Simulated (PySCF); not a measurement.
Cost of excited-state runs on `[O]C(=O)C[Si@H](O)[SeH]`, C2H5O3SeSi, doublet

Geometry:
| atom | x (Å) | y (Å) | z (Å) |
| --- | --- | --- | --- |
| O1 | -0.087 | -1.186 | 1.536 |
| C2 | 0.919 | -0.912 | 0.901 |
| O3 | 2.092 | -0.747 | 1.151 |
| C4 | 0.632 | -0.672 | -0.674 |
| Si5 | -0.517 | 0.841 | -0.776 |
| O6 | -0.010 | 2.082 | 0.111 |
| Se7 | -2.532 | -0.028 | -0.034 |
| H8 | 0.174 | -1.592 | -1.028 |
| H9 | 1.581 | -0.522 | -1.182 |
| H10 | -0.699 | 1.411 | -2.095 |
| H11 | 0.360 | 2.033 | 0.991 |
| H12 | -1.910 | -0.708 | 1.072 |

PySCF with density fitting, on 1 thread of an Arm Neoverse V2, shared host. Command: `OMP_NUM_THREADS=1 python excited_run.py task.json out`

(1) How long does each of these runs take, and how much memory?
- open-shell absorption, PBE0/def2-SVPD; 10 states; full response; writes grids
- open-shell absorption, X3LYP/def2-SVPD; 15 states; full response; IEF-PCM tetrahydrofuran

Results:

(1) 
| run | level | basis functions | wall time | peak memory (GiB) |
| --- | --- | --- | --- | --- |
| open-shell absorption | PBE0/def2-SVPD | 214 | 110 s | 0.77 |
| open-shell absorption | X3LYP/def2-SVPD | 214 | 2.1 min | 0.92 |

Times from a shared host are rough.
